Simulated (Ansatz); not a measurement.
**Counterpoise correction, worked out**

The pair of Ag⁺ (SMILES [Ag+], atom 1) and SO₂ (SMILES O=S=O, atoms 2–4), both closed shells, in one local arrangement (a lower one may exist), relaxed at PBE0-D4/def2-TZVP:

Ag1  (-0.313, -0.442, -2.172)
O2  (-0.522, -0.704, 0.047)
S3  (0.003, 0.014, 1.203)
O4  (0.833, 1.132, 0.922)
(Å)

Ansatz 0.2.0; basis: def2-TZVPPD; cores frozen in the correlated methods. Filled d shells of the heavier atoms are correlated. Core potentials replace the inner electrons of the atoms past krypton.

CCSD(T) total energies in eV:

| system | geometry | basis functions | energy |
| --- | --- | --- | --- |
| pair | pair | all | -18898.76759 |
| Ag⁺ | as in the pair | all (partner as ghosts) | -3986.18957 |
| SO₂ | as in the pair | all (partner as ghosts) | -14911.59839 |
| Ag⁺ | as in the pair | its own | -3986.13302 |
| SO₂ | as in the pair | its own | -14911.58221 |
| Ag⁺ | free (PBE0-D4 minimum) | its own | -3986.13302 |
| SO₂ | free (PBE0-D4 minimum) | its own | -14911.61390 |

Problem. Work out the interaction energy with and without the counterpoise correction, the superposition error, and the binding energy from the relaxed fragments.

Solution. Without correction: -18898.76759 − (-3986.13302) − (-14911.58221) = -1.05236 eV.
With correction (each fragment in the whole basis): -18898.76759 − (-3986.18957) − (-14911.59839) = -0.97963 eV = -22.59 kcal/mol.
The superposition error is the difference, 0.07273 eV, 7 % of the uncorrected value: each fragment borrows its partner's functions.
Deformation from the free shapes: 0.00000 eV for Ag⁺ and 0.03169 eV for SO₂.
Binding energy from relaxed fragments: -0.97963 + 0.00000 + 0.03169 = -0.94794 eV = -21.86 kcal/mol (electronic, without zero-point energy; negative means bound). For comparison, the corrected interaction energy by CCSD(T) at an estimated basis limit (MP2 extrapolated from triple and quadruple zeta, plus CCSD(T) − MP2 in triple zeta) is -1.097 eV; triple zeta with the correction binds less.

No T1 diagnostic of these runs exceeds 0.023. The restricted Hartree–Fock reference is unstable towards an unrestricted one at one or more of these structures.

For scale, one of the runs: CCSD(T)/def2-TZVPPD, 187 basis functions, launched by `ansatz run in.yaml --threads 4 --pin off --events-out ev --progress --plain --max-ram 9574MiB`. The run took 74 s on 4 CPU threads of an Arm Neoverse V1 (shared host), with 2.4 GiB of host memory at its peak.
